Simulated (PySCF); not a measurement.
A structure optimised at PBE0-D3(BJ)/def2-SVP, used in a PySCF frequency run:

```
Si
O 1 1.6399
H 2 0.9625 1 117.21
O 1 1.6496 2 109.24 3 47.19
H 4 0.9616 1 117.28 2 -146.96
H 1 1.4742 2 106.50 3 171.11
Cl 1 2.0734 6 108.08 2 -120.34
```

Task: Write its SMILES and formula.

Result: O[SiH](O)Cl, ClH3O2Si

Task: What are its rotational constants (standard atomic weights)?

Result: 6.7263, 3.3714, 2.5009 GHz
